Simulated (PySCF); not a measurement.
**A search over the determinants of SbC**

Unrestricted PBE0; Sb def2-SVP with ECP28, C def2-SVP; scalar-relativistic core potentials (PySCF 2.14). Outer shells of the fragments: Sb 4d10 5s2 5p3; C 2s2 2p2.

Followed along the bond (rough minima from three points):

| 2Ms+1 | unpaired | ⟨S²⟩ at the start | R at minimum (Å) | Te (eV) |
| --- | --- | --- | --- | --- |
| 2 | σ ↑ | 0.99 | 1.88 | 0.00 |
| 2 | π ↑ | 0.75 | 1.98 | 0.51 |
| 4 | σ ↑, π ↑↑ | 4.03 | 2.08 | 1.56 |
| 2 | σ ↓, π ↑↑ | 1.90 | 2.08 | 2.21 |
| 4 | π ↑↑↑ | 3.76 | none in the scan | ≤ 1.79 |

Solutions found at the starting distance of 2.075 Å, counted from the lowest of them; the search is not exhaustive and high or unbound solutions are not listed, so other states can lie among these:

```json
{"2Ms+1": "2", "unpaired": "π ↑", "term": "²Π", "E (eV)": "0.00", "⟨S²⟩": "0.75", "⟨Lz²⟩": "1.00", "μ (D)": "-2.67"}
{"2Ms+1": "2", "unpaired": "σ ↑", "term": "²Σ⁺", "E (eV)": "0.08", "⟨S²⟩": "0.99", "⟨Lz²⟩": "0.00", "μ (D)": "-2.40"}
{"2Ms+1": "4", "unpaired": "σ ↑, π ↑↑", "term": "mixed", "E (eV)": "0.96", "⟨S²⟩": "4.03", "⟨Lz²⟩": "2.01", "μ (D)": "-1.62"}
{"2Ms+1": "4", "unpaired": "π ↑↑↑", "term": "⁴Π", "E (eV)": "1.33", "⟨S²⟩": "3.76", "⟨Lz²⟩": "1.00", "μ (D)": "-2.50"}
{"2Ms+1": "2", "unpaired": "σ ↓, π ↑↑", "term": "mixed", "E (eV)": "1.60", "⟨S²⟩": "1.90", "⟨Lz²⟩": "2.01", "μ (D)": "-1.95"}
{"2Ms+1": "4", "unpaired": "σ ↑, π ↑↑", "term": "mixed", "E (eV)": "1.63", "⟨S²⟩": "3.76", "⟨Lz²⟩": "2.00", "μ (D)": "-1.53"}
```

A term symbol is given only where ⟨S²⟩ and ⟨Lz²⟩ are close to those of a pure state; real π, δ and φ orbitals otherwise mix terms. A positive dipole means Sb(−)C(+).

Problem. Compare the gap between the two lowest followed solutions at the starting distance with the gap between their minima.

Solution. At PBE0 the second solution (doublet, unpaired electrons π ↑) lies -0.08 eV from the first (doublet, unpaired electrons σ ↑) at 2.075 Å and +0.51 eV at the minima; the two curves relax by different amounts, since their minima lie near 1.98 and 1.88 Å.

Spin–orbit coupling is left out.
